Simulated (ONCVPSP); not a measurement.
## potassium: variants of one ONCV potential

Base potential:

ONCVPSP 4.0.1 input, shortened (lines: element, Z, core and valence counts, functional; n l f; lmax; l rc ep ncon nbas qcut; lloc lpopt rc5 dvloc0; l nproj debl; icmod fcfact rcfact), PBE, scalar-relativistic:

```
  K 19.00    3    3        4      upf
    1    0    2.00
    2    0    2.00
    2    1    6.00
    3    0    2.00
    3    1    6.00
    4    0    1.00
    2
    0    2.25    0.00    4    8    5.00
    1    1.30    0.00    4    8    6.80
    2    2.10    0.28    4    8    5.00
    4    5    0.80   -1.00
    0    2    2.30
    1    2    1.50
    2    2    3.00
    3    4.50    1.65
```

Cutoffs, loose and tight: the cutoffs (Ha) at which the residual kinetic energy of the hardest occupied pseudo-wave falls to 1 and 0.1 mHa per electron. They do not see the model core or the augmentation charge, which bear on the density cutoff. Test errors are all-electron minus pseudo excitation energies from the reference, over the configurations 3s2 3p6 4s0; 3s2 3p6 4s0.5; 3s2 3p6 4s0 4p1; 3s1 3p6 4s1. A dash means not determined; rows that change the core or the reference have their own tests.

For the base: The cutoffs count occupied waves only; projector 2 of the d channel, the hardest unoccupied one, needs 66 Ha at the loose tolerance.

```
      change    outcome  cutoff, loose  cutoff, tight  bound ghosts  GHOST(+) flags above zero  largest test error (meV)
        base  generated          12 Ha          37 Ha          none                          s                      -220
 p: qcut 4.1  generated          12 Ha          36 Ha          none                          s                      -221
 p: qcut 4.8  generated          12 Ha          61 Ha          none                          s                      -219
   p: qcut 6  generated          12 Ha          65 Ha          none                          s                      -219
 p: qcut 6.6  generated          12 Ha          40 Ha          none                          s                      -220
 p: qcut 7.6  generated          18 Ha          27 Ha          none                          s                      -222
 p: qcut 8.4  generated          21 Ha          29 Ha          none                          s                      -223
p: qcut 10.2  generated          26 Ha          35 Ha          none                          s                      -226
```

Q: What comes out with this change to the base: p: qcut 9.4?

A: outcome: generated; cutoff, loose: 24 Ha; cutoff, tight: 33 Ha; bound ghosts: none; GHOST(+) flags above zero: s; largest test error (meV): -225.

Reading the sweep of the qcut of the p channel (base included, trends over the rows without a ghost): The loose cutoff rises from 12 Ha at 4.1 to 26 Ha at 10.2 1/bohr, with one reversal. The waves are optimised to have the least kinetic energy above qcut, so the cutoff follows it (qcut²/2 in Ha). The median size of the test errors (rows with all tests solved) stays near 0.2 meV.
